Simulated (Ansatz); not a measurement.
Basis-set extrapolation for AlFH4OSSi, SMILES `[F][Al]([SH])[O][SiH3]` (PBE0-D4/def2-TZVP geometry, frozen core, Ansatz). Multiplicity 1, RHF reference.

```csv
,def2-TZVPP,def2-QZVPP
HF,-1105.370294,-1105.407390
MP2 correlation,-0.855311,-0.930485
CCSD(T) correlation,-0.926663,not run
```

Energies in hartree. Use E(X) = E(∞) + A·exp(−7.88·√X) for Hartree–Fock and E(X) = E(∞) + B·X^(−2.97) for correlation, with X = 3 and 4, and add CCSD(T) minus MP2 of the smaller set to the MP2 limit.

Q: What is the CCSD(T) energy at the basis-set limit?

A: HF limit: -1105.407390 + (-0.037096) × 0.13774 = -1105.41250. MP2 limit: -0.930485 + (-0.075174) × 0.74074 = -0.98617. Higher-order term: -0.926663 − (-0.855311) = -0.07135. Total: -1106.47002 hartree, 454.4 kJ/mol below CCSD(T)/def2-TZVPP.
